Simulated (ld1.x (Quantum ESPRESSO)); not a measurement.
# Before and after: TM potential for lead

- Element: Pb (Z = 82)
- Generator: ld1.x (Quantum ESPRESSO) 7.5
- Type: norm-conserving Troullier–Martins (Kleinman–Bylander form)
- Functional: PBEsol
- Relativity: scalar-relativistic
- Frozen core: [Xe] 4f14
- Valence charge: 14
- Reference configuration: 5d10 6s1.5 6p2.5
- Partial waves: 6s (bound): rc 1.85 bohr; 6p (bound): rc 1.95 bohr; 5d (bound): rc 1.10 bohr
- Local potential: the d channel
- Core correction: none

All-electron outer shells of the reference configuration (PBEsol, scalar-relativistic, ld1.x):

```csv
shell,level (eV),outermost node (bohr),outermost maximum (bohr)
4f,-133.87,–,0.35
5p,-86.74,0.49,0.88
5d,-22.03,0.52,1.07
6s,-12.67,1.01,1.95
6p,-3.89,1.18,2.60
```

Change: wave 6s (bound): rc 1.85 bohr becomes 6s (bound): rc 1.58 bohr.

Cutoffs: the cutoffs (Ry, on a coarse ladder) from which the occupation-weighted sum of valence levels, in a spherical-Bessel basis at the reference potential, stays within 10 and 1 mRy of its value at 400 Ry; they do not see the model core or the augmentation charge, which bear on the density cutoff. Errors are all-electron minus pseudo energies relative to the spin-unpolarised reference configuration.

Task: Predict the effect on cutoff, ghosts and configuration errors.

Result: The potential gets neither clearly harder nor softer (80 Ry and 140 Ry → 80 Ry and 140 Ry); both files keep a bound ghost (p, s); of the 7 tests that both files solve, the error grows in 1 and shrinks in 0 by more than 15 % and 0.3 meV (median size 3.5 → 4.0 meV).

| quantity | base | changed |
| --- | --- | --- |
| cutoff, loose | 80 Ry | 80 Ry |
| cutoff, tight | 140 Ry | 140 Ry |
| loose cutoff by channel (10 mRy a level) | s 18 Ry, p 25 Ry, d 45 Ry | s 30 Ry, p 25 Ry, d 45 Ry |
| bound ghosts | s, p | s, p |
| error for 5d10 6s2 6p2, meV [ΔE -4.34 eV] | +0.1 | 0.0 |
| error for 5d10 6s2 6p1, meV [ΔE 2.26 eV] | -3.5 | -4.0 |
| error for 5d10 6s2 6p0, meV [ΔE 15.71 eV] | -10 | -13 |
| error for 5d10 6s0 6p4, meV [ΔE 13.57 eV] | -18 | -20 |
| error for 5d10 6s2 6p1.5, meV [ΔE -1.84 eV] | -0.2 | -0.4 |
| error for 5d10 6s1 6p3, meV [ΔE 4.43 eV] | -2.2 | -2.4 |
| error for 5d10 6s1 6p0, meV [ΔE 48.19 eV] | -20 | -21 |
| s: phases at 2.14 bohr within 0.05 rad from the reference energy up to (Ry; the scan ends near 5) | 4.0 | to the end of the scan |
| p: phases at 2.14 bohr within 0.05 rad from the reference energy up to (Ry; the scan ends near 5) | 0.5 | 0.5 |
| d: phases at 2.14 bohr within 0.05 rad from the reference energy up to (Ry; the scan ends near 5) | 3.4 | 3.4 |

 A true bound ghost makes a file unfit for plane-wave use even where its test errors are small: the radial tests pick states by their node count and pass the ghost by.
